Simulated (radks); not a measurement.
Task: These are the eigenvalues of the occupied orbitals of an atom or ion with whole-number occupations (hartree). All-electron calculation, non-relativistic Kohn-Sham, LDA (Slater exchange, Perdew-Wang correlation), spin-unpolarised, spherical densities, point nucleus. Program: a radial shooting solver on a logarithmic mesh with Libxc functionals.

orbital  eigenvalue
1s        -89.41480
2s         -9.26866
2p         -7.32517
3s         -1.93523
3p         -1.50366

Which element is it, and in what charge state? The configuration may be excited.

Result: Z = 16, sulfur, charge +3: S3+ in [Ne] 3s1 3p2. The list shows which subshells hold electrons but not how many an open one holds; the 1s level, -89.415 hartree, gives Z - s = 13.4 by -(Z - s)^2/2, which with screening narrows Z to a few neighbours, and the depths of the outer levels then fix element, charge and occupations together.
